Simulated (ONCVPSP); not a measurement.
# Before and after: ONCV potential for Pd (Z = 46)

| Quantity | Value |
| --- | --- |
| Element | Pd (Z = 46) |
| Generator | ONCVPSP 4.0.1 |
| Type | optimised norm-conserving Vanderbilt (ONCV) |
| Functional | LDA (Perdew-Zunger) |
| Relativity | scalar-relativistic |
| Frozen core | [Ar] 3d10 |
| Valence charge | 18 |
| Reference configuration | 4s2 4p6 4d9.5 (charge +0.5) |
| Partial waves | 4s: rc 0.95 bohr, ncon 4, nbas 7, qcut 5.5 1/bohr, 2 projectors, debl 4 Ha; 4p: rc 1.70 bohr, ncon 3, nbas 8, qcut 10 1/bohr, 2 projectors, debl 2.6 Ha; 4d: rc 1.95 bohr, ncon 3, nbas 7, qcut 6.6 1/bohr, 2 projectors, debl 1.9 Ha |
| Local potential | polynomial inside 0.65 bohr (lpopt 5, dvloc0 6 Ha) |
| Core correction | Teter function fitted to the true core (icmod 2), fcfact 0.25 |

Change: s: qcut 5; p: qcut 9.1; d: qcut 6.

Cutoffs: the cutoffs (Ha) at which the residual kinetic energy of the hardest occupied pseudo-wave falls to 1 and 0.1 mHa per electron; they do not see the model core or the augmentation charge, which bear on the density cutoff. Errors are all-electron minus pseudo energies relative to the spin-unpolarised reference configuration.

Problem. How do hardness, ghosts and transferability respond?

Solution. The potential gets neither clearly harder nor softer (130 Ha and 151 Ha → 133 Ha and 157 Ha); the lowest positive-energy flag moves from s at 19.3 eV to s at 34.1 eV; of the 4 tests that both files solve, the error grows in 3 and shrinks in 0 by more than 15 % and 0.3 meV (median size 10.2 → 14.6 meV); the range in which the s phases agree narrows (upper end at the end of the scan → 1.2); neither file shows a bound ghost.

```csv
quantity,base,changed
"cutoff, loose",130 Ha,133 Ha
"cutoff, tight",151 Ha,157 Ha
loose cutoff by channel,"s 130 Ha, p 17 Ha, d 18 Ha","s 133 Ha, p 18 Ha, d 17 Ha"
bound ghosts,none,none
GHOST(+) flags under 300 eV,s at 19.3 eV,"s at 34.1 eV, p at 226.8 eV"
"error for 4s2 4p6 4d10, meV [ΔE -3.37 eV]",+0.7,+1.4
"error for 4s2 4p6 4d9, meV [ΔE 6.02 eV]",+0.2,+0.1
"error for 4s2 4p6 4d8, meV [ΔE 27.10 eV]",+20,+28
"error for 4s1 4p6 4d10, meV [ΔE 88.32 eV]",-218,-275
s: phases at 0.97 bohr within 0.05 rad from the reference energy up to (Ha; the scan ends near 5),to the end of the scan,1.2
p: phases at 1.73 bohr within 0.05 rad from the reference energy up to (Ha; the scan ends near 5),to the end of the scan,to the end of the scan
d: phases at 1.98 bohr within 0.05 rad from the reference energy up to (Ha; the scan ends near 5),to the end of the scan,to the end of the scan
"rms error of d²Exc/dni dnj with the model core, mHa",0.76,0.89
```
